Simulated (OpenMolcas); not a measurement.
Pd2+ (d8) on a cation site of an ionic host was computed by CASSCF with the d shell active (OpenMolcas, ANO-RCC-VDZP on the metal). Its lowest spin-free states, and all those of the highest spin:

| 2S+1 | Degeneracy | E (cm-1) |
| --- | --- | --- |
| 3 | 1 | 0.0 |
| 1 | 2 | 12100 |
| 3 | 3 | 18794 |
| 1 | 1 | 21721 |
| 3 | 3 | 26603 |
| 1 | 3 | 30168 |
| 1 | 3 | 33954 |
| 3 | 3 | 41499 |
| 1 | 3 | 51132 |
| 1 | 2 | 51216 |
| 1 | 1 | 69327 |

Q: Is the site octahedral, tetrahedral or cube-like, axial, or of lower symmetry?

A: The states with 2S+1 = 3 have orbital degeneracies 1, 3, 3, 3. Threefold states need a cubic site. For d8 at this spin an octahedron puts the single A2 below the threefold T2 and a tetrahedron or cube puts the threefold T1 below the threefold T2, so the site is octahedral. The first gap at this spin, 18800 cm-1, is |10Dq| in ligand-field theory. The run had Pd2+ with its 6 nearest oxide ions at 2.193 Å, on the Mg site of MgO (a = 4.2112 Å, distance in the model lattice 2.106 Å). The rest of the host is ab initio model potentials to 7.6 Å, with orthogonalisation functions on the cations behind the ligands, and point charges beyond; the distance is set by hand and nothing relaxes. Ligand basis ANO-RCC-VDZP.

Without dynamic correlation the repulsion within the d shell is too large (B by tens of per cent), so at a given field states of lower spin stand too high. Real 4d8 and 5d8 ions are as a rule square planar and diamagnetic. The least metal-like active orbital is 80 % on the metal (Löwdin) and no ligand orbital is active, so the numbers are rough. With metal d orbitals alone the field can be off either way by tens of per cent. Ligand-to-metal charge-transfer states are missing. With no ligand orbital active B as a rule stays too high, so bands that hang on it stand too high and its fall with covalency is understated. No measured value stands beside these numbers; the geometry was set by hand and not optimised.
